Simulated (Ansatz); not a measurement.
Geometry optimisation, RKS PBE/def2-SVP in Ansatz 0.2.0.

input.yaml

```yaml
crystal:
  periodic: [false, false, false]
  atoms:
    - { symbol: C, position_ang: [-0.3147, 0.4178, -0.2022] }
    - { symbol: Ge, position_ang: [1.2436, -0.2887, 0.5777] }
    - { symbol: F, position_ang: [2.59722, 0.12229, -0.45876] }
    - { symbol: H, position_ang: [-0.1831, 1.5746, -0.3003] }
    - { symbol: H, position_ang: [-1.2345, 0.215, 0.4088] }
    - { symbol: H, position_ang: [-0.5145, 0.0445, -1.225] }
basis:
  gaussian: { orbitals: def2-SVP }
hamiltonian:
  xc: pbe
relax:
  f_tol: 0.015
  max_steps: 40
```

Run as:

```bash
$ ansatz run input.yaml --threads 1 --pin off --max-ram 2048MiB --backend cpu --events-out ev --progress --plain --runs-dir out
```

Task: Where does it end, and by what steps?

Result: It converged. After 5 steps the energy has fallen by 0.298 eV; F3 moved furthest, 0.18 Å.

```csv
step,energy less start (eV),largest force component (eV/Å),accepted
0,0.0000,2.349,yes
1,-0.2582,0.884,yes
2,-0.2919,0.334,yes
3,-0.2977,0.086,yes
4,-0.2984,0.018,yes
5,-0.2985,0.006,yes
```

```xyz
6
Properties=species:S:1:pos:R:3
C -0.317 0.445 -0.192
Ge 1.297 -0.336 0.709
F 2.450 0.143 -0.567
H -0.182 1.546 -0.278
H -1.259 0.239 0.355
H -0.395 0.049 -1.228
```

Run time: 12 s on 1 thread of Arm Neoverse V1, with other jobs on the host, peak memory 0.13 GiB.
